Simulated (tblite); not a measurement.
C2H9NO2Si3.
Bonds: N1–C2 (triple), C2–C3, C3–Si4, Si4–O5, O5–Si6, Si6–O7, O7–Si8. Hydrogens: H9, H10 on C3; H11, H12 on Si4; H13, H14 on Si6; H15, H16, H17 on Si8.

Computed geometry: GFN2-xTB, gas phase.

Q: What internal coordinates does the optimisation give?

A: 
```
                     bond  length (bohr)   order
                    N1≡C2          2.164  triple
                    C2–C3          2.695  single
                   C3–Si4          3.636  single
                   Si4–O5          3.039  single
                   O5–Si6          3.084  single
                   Si6–O7          3.036  single
                   O7–Si8          3.076  single
            C3–H9, C3–H10          2.062  single
         Si4–H11, Si4–H12          2.760  single
         Si6–H13, Si6–H14          2.747  single
Si8–H15, Si8–H16, Si8–H17          2.761  single
```

Bonds in one row agree within 0.02 bohr and their mean is given. Orders are formal, as drawn. A selection of angles:
```
     angle  degrees
  N1–C2–C3    178.4
 C2–C3–Si4    110.6
 C3–Si4–O5    109.0
Si4–O5–Si6    150.6
 O5–Si6–O7    109.9
Si6–O7–Si8    154.8
```

Dihedral angles: C2–C3–Si4–O5 54° (synclinal); C3–Si4–O5–Si6 -69° (synclinal); Si4–O5–Si6–O7 -31° (synclinal); O5–Si6–O7–Si8 44° (synclinal). The mirror-image conformer, all signs reversed, is as good.

Si6 (oxygen-bound silicon) is distorted tetrahedral (angles from 104.5° to 118.6°). The O–Si distances run from 1.607 Å (Si6–O7, drawn single) to 1.632 Å (O5–Si6, drawn single), a spread of 0.025 Å. Si8 (oxygen-bound silicon) is distorted tetrahedral (angles from 103.7° to 113.0°). Si4 (oxygen-bound silicon) is distorted tetrahedral (angles from 104.4° to 114.5°). Of the pairs four or more bonds apart, C2···Si6 is among the closest relative to their van der Waals radii: 3.83 Å, 101 % of the sum of Bondi's values. O5 (siloxane oxygen) is bent (angle 150.6°).

Point group: C1 (no symmetry element, even within 0.4 Å). GFN2-xTB frequencies show an imaginary mode (51i cm⁻¹), so the point is no minimum at that level. 3 starts were optimised and ended at 0.00, 0.63 and 1.23 kcal/mol (GFN2-xTB); the lowest of these is shown.

Time: 2.5 s wall. Hardware: Arm Neoverse N1, one thread, shared host with 64 logical CPUs at a one-minute load of 58. This is the geometry optimisation.
